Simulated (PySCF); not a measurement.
Unrelated species, one level of theory. Theory: PySCF, TDDFT PBE0/def2-SVPD, vertical, gas phase, core orbitals frozen in the response. Geometries: GFN2-xTB; one conformer of each isolated species. Triplets are in the Tamm–Dancoff approximation. Ions are computed without counter-ions or solvent.

Problem. Rank by computed lowest singlet excitation energy, lowest first.
A. `SCc1ccccn1`
B. `N#C[SiH2]O`
C. `C=CCN1CCC1`
D. `N#CC[SiH2]N`
E. `[H]/N=C\C1=CC=CC=C1S`
F. `C[C+]1CCC[C@H]1C`
G. `C/N=C1\CC[C@@H]1C`
H. `N(C1CC=CC1)C`

Solution. E (4.13 eV), F (4.53 eV), A (4.72 eV), G (4.91 eV), C (5.32 eV), H (6.02 eV), D (6.47 eV), B (6.82 eV).

```
           SMILES  S1 (eV)  α (au)  LUMO (eV)  gap (eV)  first f ≥ 0.01 (nm)    S1 mainly
[H]/N=C\c1ccccc1S     4.13   110.3      -1.66      5.09                  300    H→L (92%)
 C[C+]1CCC[C@H]1C     4.53    75.2      -8.10      5.78                  268    H→L (52%)
       SCc1ccccn1     4.72    96.4      -0.97      5.82                  263    H→L (77%)
C/N=C1\CC[C@@H]1C     4.91    78.7       0.03      6.74                  193    H→L (97%)
       C=CCN1CCC1     5.32    79.4       0.28      6.52                  205    H→L (99%)
       CNC1CC=CC1     6.02    77.3       0.63      7.09                  184  H→L+1 (48%)
      N#CC[SiH2]N     6.47    61.1       0.06      7.88                  192    H→L (97%)
       N#C[SiH2]O     6.82    43.7      -1.15      8.50                  148    H→L (77%)
```

H and L stand for HOMO and LUMO.

Mean S1 by what the SMILES shows (count): a double or triple bond but no aromatic ring 5.91 eV (5); an aromatic ring 4.43 eV (2).

- `[H]/N=C\c1ccccc1S`: Löwdin shares by element: HOMO sulfur 42%, carbon 33% or more (atoms not listed hold the other 25%); LUMO carbon 41% or more, nitrogen 19% (atoms not listed hold the other 40%).
- `C[C+]1CCC[C@H]1C`: Löwdin shares by element: HOMO carbon 39% or more, hydrogen 21% or more (atoms not listed hold the other 40%); LUMO carbon 75% or more (atoms not listed hold the other 25%).
- `SCc1ccccn1`: Löwdin shares by element: HOMO sulfur 66%, carbon 12% or more, hydrogen 5% or more (atoms not listed hold the other 16%); LUMO carbon 50% or more, nitrogen 20% (atoms not listed hold the other 30%).
- `C/N=C1\CC[C@@H]1C`: Löwdin shares by element: HOMO nitrogen 52%, carbon 31% or more (atoms not listed hold the other 17%); LUMO carbon 43% or more, nitrogen 26% (atoms not listed hold the other 31%).
- `C=CCN1CCC1`: Löwdin shares by element: HOMO nitrogen 55%, carbon 24% or more (atoms not listed hold the other 21%); LUMO carbon 66% or more, hydrogen 13% or more (atoms not listed hold the other 21%).
- `CNC1CC=CC1`: Löwdin shares by element: HOMO nitrogen 59%, carbon 19% or more, hydrogen 5% or more (atoms not listed hold the other 17%); LUMO carbon 77% or more (atoms not listed hold the other 23%).
- `N#CC[SiH2]N`: Löwdin shares by element: HOMO nitrogen 61% or more, hydrogen 14% or more, silicon 14%; LUMO silicon 34%, hydrogen 21% or more, nitrogen 11% or more (atoms not listed hold the other 35%).
- `N#C[SiH2]O`: Löwdin shares by element: HOMO oxygen 27%, silicon 19%, hydrogen 17% or more, nitrogen 16% (atoms not listed hold the other 21%); LUMO silicon 29%, carbon 21%, nitrogen 19%, oxygen 13% (atoms not listed hold the other 18%).
